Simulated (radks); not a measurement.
Problem. Radial electron density D(r) = 4 pi r^2 rho(r) of an atom or ion with 23 electrons. All-electron calculation, Dirac Kohn-Sham, BLYP, spin-unpolarised, spherical densities, point nucleus. Program: a radial shooting solver on a logarithmic mesh with Libxc functionals.

| r (bohr) | D(r) (e/bohr) |
|---|---|
| 0.005348 | 3.140 |
| 0.006853 | 4.743 |
| 0.008711 | 6.929 |
| 0.01116 | 9.984 |
| 0.01419 | 13.76 |
| 0.01819 | 18.38 |
| 0.02312 | 23.10 |
| 0.02963 | 27.36 |
| 0.03766 | 29.81 |
| 0.04826 | 29.71 |
| 0.06135 | 27.25 |
| 0.07862 | 24.12 |
| 0.09995 | 23.36 |
| 0.1281 | 26.57 |
| 0.1628 | 31.45 |
| 0.2086 | 32.86 |
| 0.2652 | 27.29 |
| 0.3399 | 17.70 |
| 0.4321 | 12.00 |
| 0.5537 | 12.71 |
| 0.7039 | 14.89 |
| 0.902 | 13.24 |
| 1.147 | 8.523 |
| 1.469 | 4.031 |
| 1.868 | 1.580 |
| 2.394 | 0.5117 |
| 3.043 | 0.1401 |
| 3.9 | 0.02491 |

What is the nuclear charge?

Solution. Z = 25. The innermost maximum, from 1s, lies near gamma/Z bohr with gamma = sqrt(1 - (Z/c)^2) = 0.983, here 0.0393 bohr (found: 0.0421), and its height grows with Z. The density is that of the manganese ion Mn2+ in [Ar] 3d5; the configuration itself is not fixed sharply by these data, and Z only to about a unit. D(r) has 3 maxima, at r = 0.0421, 0.194, 0.733 bohr, and minima at 0.0938, 0.468 bohr, inside which lie 2.13, 10.61 electrons.
